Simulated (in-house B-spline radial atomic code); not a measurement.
A run on Ti VI (Ti5+) (an excited or competing configuration) that did not converge. Method: scalar-relativistic (X2C) wB97X, spin-polarised, spherical fractional occupations, exact exchange averaged over the configuration, Fermi nucleus of rms radius 3.5921 fm; computed with an all-electron radial atomic-structure program (B-spline basis).

Command:
```bash
python run_scf.py task.json out
```
Settings (nuclear radius in fm, mass in u):
```
Z                22
configuration    [He] 2s2 2p5 3s2 3p5 4d1
hamiltonian      x2c
method           wb97x
spin_polarised   True
nucleus          fermi
rms_radius       3.5921
atomic_mass      47.94794
speed_of_light   137.035999084
exact_exchange   averaged over the configuration
```

First and last ten iterations of the last attempt (damped for 15 steps, keeping 80 % of the old Fock matrix, then DIIS):
```
 iter        energy (Eh)    residual
    1        -820.894195    8.59e+01
    2        -806.890968    1.22e+00
    3        -807.070492    1.23e+00
    4        -807.237687    1.24e+00
    5        -807.414951    1.25e+00
    6        -807.618348    1.25e+00
    7        -807.861300    1.25e+00
    8        -808.156671    1.25e+00
    9        -808.517905    1.25e+00
   10        -808.959567    1.24e+00
  111        -827.786399    6.50e-06
  112        -827.786399    1.66e-05
  113        -827.786399    8.71e-06
  114        -827.786399    8.12e-06
  115        -827.786399    8.49e-06
  116        -827.786399    1.01e-05
  117        -827.786399    2.57e-05
  118        -827.786399    2.48e-05
  119        -827.786399    2.61e-05
  120        -827.786399    6.23e-06
 not converged after 120 iterations
```

The smallest residual met was 4.1e-06; the threshold is about 2e-07. Over the last five steps the energy moves by less than 1e-08 hartree, but the orbitals didn't meet the threshold. Cost of the run: 5.5 s on 1 thread of AMD EPYC 9R45 96-Core Processor, on a shared host.
